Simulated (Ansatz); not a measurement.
H$_{8}$N$_{2}$SSi$_{2}$ (`N[SiH2]S[SiH2]N`), relaxed with RKS PBE0-D4/def2-TZVP in Ansatz from a GFN2-xTB geometry. The force threshold is 0.005 eV/Å; the program also tests the step.

Charge 0, multiplicity 1.

Start:

```xyz
13

N    -1.448    0.203    1.353
Si   -0.518    1.514    0.747
S    -0.192    1.179   -1.346
Si    0.440   -0.865   -1.508
N     1.561   -1.170   -0.244
H    -1.727    0.214    2.320
H    -2.186   -0.178    0.783
H     0.741    1.492    1.482
H    -1.127    2.841    0.744
H     0.930   -0.918   -2.883
H    -0.678   -1.774   -1.288
H     2.225   -0.456    0.012
H     1.979   -2.082   -0.171
```

```csv
step,energy (eV),largest force (eV/Å),largest move (Å)
1,-29692.5277,1.175,0.000
2,-29692.6181,0.369,0.192
3,-29692.6525,0.454,0.129
4,-29692.6878,0.362,0.200
5,-29692.7015,0.096,0.121
6 (rejected),-29692.7003,0.487,0.119
7,-29692.7053,0.045,0.059
8,-29692.7075,0.198,0.098
9,-29692.7091,0.070,0.028
10,-29692.7094,0.192,0.036
11,-29692.7111,0.134,0.055
13,-29692.7139,0.147,0.095
15,-29692.7164,0.138,0.049
17,-29692.7235,0.454,0.072
19 (rejected),-29692.7364,0.814,0.166
21,-29692.7519,0.226,0.084
23,-29692.7578,0.373,0.087
25 (rejected),-29692.7598,0.078,0.074
27,-29692.7642,0.011,0.009
29,-29692.7643,0.007,0.008
30,-29692.7643,0.004,0.002
```

End:

```xyz
13

N    -1.261    0.039    1.232
Si   -0.505    1.471    0.644
S    -0.234    1.311   -1.455
Si    0.418   -0.749   -1.505
N     1.518   -1.247   -0.295
H    -1.232   -0.154    2.222
H    -2.143   -0.250    0.837
H     0.772    1.572    1.396
H    -1.258    2.742    0.826
H     1.077   -0.869   -2.828
H    -0.773   -1.624   -1.425
H     2.459   -0.885   -0.290
H     1.162   -1.356    0.642
```

Hardware: 2 threads of an AMD EPYC 7R13 on a shared host and a share of an NVIDIA H100 80 GB. Wall time 91 s, peak host memory 0.88 GiB.
